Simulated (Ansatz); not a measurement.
```xyz
10

Al    1.767    0.037   -0.456
C     0.042    0.822   -0.026
Ge   -1.347   -0.506    0.357
H     2.809   -0.270    0.702
H     2.119   -0.329   -1.961
H    -0.331    1.429   -0.857
H     0.113    1.461    0.859
H    -0.926   -1.389    1.548
H    -1.558   -1.423   -0.863
H    -2.688    0.169    0.699
```

Total charge 0; spin multiplicity 1.

List the PBE/def2-TZVPP orbital energies in eV (Ansatz 0.2.0). (Estimate.)

Computed: Occupied: -10804.33, -1506.44, -1337.69, -1191.10, -1191.10, -1191.10, -268.71, -162.28, -113.72, -113.71, -113.71, -106.73, -68.88, -68.60, -68.59, -29.55, -29.55, -29.54, -29.48, -29.48, -16.98, -13.22, -10.23, -10.04, -8.56, -8.04, -7.85, -7.08, -6.79. Lowest empty: -2.22, -0.45, 0.31, 0.67, 0.80, 1.16, 1.41, 1.59.
